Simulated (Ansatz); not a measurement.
This geometry of GaH5S (7 atoms, charge 0, multiplicity 1) is a first-order saddle point.

Method: Ansatz, RKS LDA/def2-SVP.

```xyz
7
Properties=species:S:1:pos:R:3
Ga 0.096 -0.244 -0.087
H -0.099 -0.077 1.613
H 1.544 0.207 -0.422
H -1.288 -0.016 -0.759
S 0.275 -2.571 0.623
H -1.076 -2.766 0.595
H 0.048 -1.198 1.521
```

Q: Which two structures does it join? (They come from a converged band through this point; their orientation in space is the band's.)

A: Bonds broken: Ga1–H2, S5–H7. Bonds formed: H2–H7. GaH5S becomes GaH3S + H2.

First end point:

```xyz
7
Properties=species:S:1:pos:R:3
Ga -0.044 0.053 0.008
H -0.553 0.517 1.426
H 1.477 0.239 -0.350
H -1.088 -0.093 -1.161
S 0.120 -2.424 0.460
H -1.119 -2.598 1.009
H 0.708 -2.359 1.692
```

Last end point:

```xyz
7
Properties=species:S:1:pos:R:3
Ga 0.111 -0.662 -0.233
H 0.015 0.308 1.875
H 1.491 0.044 -0.403
H -1.302 -0.050 -0.491
S 0.235 -2.821 0.176
H -1.116 -3.007 0.195
H 0.067 -0.477 1.965
```

Q: How far does it lie above each of them?

A: 0.37 eV above the first and 0.62 eV above the second. This is the barrier of this one path; another mechanism may lie lower. The orbitals stay closed-shell, which can raise the energy where a bond breaks towards radicals; this wasn't checked here.

Time of the run: 75 s on 1 thread of Arm Neoverse V1 (shared host), peak memory 0.13 GiB.
